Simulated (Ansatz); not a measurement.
Species: C3H8FSi, charge -1, multiplicity 1. It need not be the lowest isomer of its formula. Whether it binds its extra electron was not tested at this geometry. 
Geometry from a B3LYP-D3(BJ)/def2-TZVP (Ansatz, a program for electronic structure) optimisation:
```
Si
F 1 1.6839
C 1 1.7468 2 121.74
H 3 1.0889 1 121.13 2 -77.54
H 3 1.0889 4 113.40 1 -156.86
C 1 1.9049 2 98.89 3 124.87
H 6 1.0929 1 111.00 2 159.96
H 6 1.0946 7 107.50 1 -120.27
H 6 1.0949 7 108.56 8 -116.27
C 1 1.9049 2 98.89 6 110.26
H 10 1.0929 1 111.00 2 -159.96
H 10 1.0946 11 107.50 1 120.27
H 10 1.0949 11 108.56 12 116.27
```
Charge -1, spin multiplicity 1.

Total electronic energies in hartree. Valence correlation only, unless marked. Spin-orbit coupling is left out. No relativistic terms. CBS marks a two-point X^-3 extrapolation of the correlation energy; Hartree-Fock from the larger set. [CCSD(T)-MP2]/basis is that difference in the basis named.

```json
[
 {"level": "HF/cc-pwCVTZ", "program": "Ansatz", "energy (Eh)": "-506.78055"},
 {"level": "HF/aug-cc-pV(Q+d)Z", "program": "Ansatz", "energy (Eh)": "-506.80498"},
 {"level": "HF/cc-pV(Q+d)Z", "program": "Ansatz", "energy (Eh)": "-506.80221"},
 {"level": "PBE/def2-TZVPD", "program": "Ansatz", "energy (Eh)": "-508.23453"},
 {"level": "PBE-D3(BJ)/def2-TZVPD", "program": "Ansatz + dftd3", "energy (Eh)": "-508.24428"},
 {"level": "r2SCAN-D3(BJ)/def2-TZVPD", "program": "Ansatz + dftd3", "energy (Eh)": "-508.51377"},
 {"level": "B3LYP/def2-TZVPD", "program": "Ansatz", "energy (Eh)": "-508.68571"},
 {"level": "PBE0/STO-3G", "program": "Ansatz", "energy (Eh)": "-501.75812"},
 {"level": "PBE0-D3(BJ)/def2-TZVP", "program": "Ansatz + dftd3", "energy (Eh)": "-508.28772"},
 {"level": "BHLYP-D3(BJ)/def2-TZVPD", "program": "Ansatz + dftd3", "energy (Eh)": "-508.54942"},
 {"level": "r2SCANh/def2-TZVPD", "program": "Ansatz", "energy (Eh)": "-508.49963"},
 {"level": "CAM-B3LYP-D4/def2-TZVPD", "program": "Ansatz + dftd4", "energy (Eh)": "-508.57834"},
 {"level": "LC-wPBE/def2-TZVPD", "program": "Ansatz", "energy (Eh)": "-508.43690"},
 {"level": "wB97M-V/def2-TZVPD", "program": "Ansatz", "energy (Eh)": "-508.53715"},
 {"level": "MP2/STO-3G", "program": "Ansatz", "energy (Eh)": "-500.52551"},
 {"level": "MP2/cc-pV(Q+d)Z", "program": "Ansatz", "energy (Eh)": "-507.79829"},
 {"level": "RI-MP2/cc-pV(T+d)Z", "program": "Ansatz", "energy (Eh)": "-507.70427"},
 {"level": "SCS-MP2/cc-pV(D+d)Z", "program": "Ansatz", "energy (Eh)": "-507.40794"},
 {"level": "CCSD/cc-pV(D+d)Z", "program": "Ansatz", "energy (Eh)": "-507.47062"},
 {"level": "CCSD(T)/6-31G", "program": "Ansatz", "energy (Eh)": "-507.04505"},
 {"level": "CCSD(T)/aug-cc-pV(T+d)Z", "program": "Ansatz", "energy (Eh)": "-507.81764"},
 {"level": "RI-MP2/CBS(aug-cc-pV(T+d)Z,aug-cc-pV(Q+d)Z)+[CCSD(T)-MP2]/aug-cc-pV(D+d)Z", "program": "Ansatz", "energy (Eh)": "-507.9340"},
 {"level": "RI-MP2/CBS(aug-cc-pV(T+d)Z,aug-cc-pV(Q+d)Z)+[CCSD(T)-MP2]/aug-cc-pV(T+d)Z", "program": "Ansatz", "energy (Eh)": "-507.9339"}
]
```

Totals of different functionals don't rank their quality; only differences between species are comparable.
